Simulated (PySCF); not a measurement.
InI2, SMILES [I][In][I], multiplicity 2.

Coordinates come from a B3LYP-D3(BJ)/def2-SVP optimisation. The multiplicity is an assumed one; other spin states were not compared. The isomer is the one that the SMILES or the coordinates give; other isomers of the formula were not compared. The def2 effective core potentials stand for the cores of I, In; spin–orbit coupling is left out.

Method: IEF-PCM-B3LYP/def2-SVP (PySCF 2.14.0).

The values are the electrostatic part of the solvation free energy, E(continuum) − E(gas) at the gas-phase geometry, in a cavity of scaled van der Waals radii (PySCF's table); cavitation and dispersion terms are not included. A continuum can't describe solvent molecules that bind to the metal. The dipole moment in vacuum is 1.99 D.

Computed values in water (ε = 78.36), ethylethanoate (ε = 5.99), cyclohexanone (ε = 15.62):
| solvent | ε | ΔG(elec) (kcal/mol) | dipole (D) |
|---|---|---|---|
| water | 78.36 | -6.1 | 3.50 |
| ethylethanoate | 5.99 | -4.5 | 3.09 |
| cyclohexanone | 15.62 | -5.5 | 3.35 |
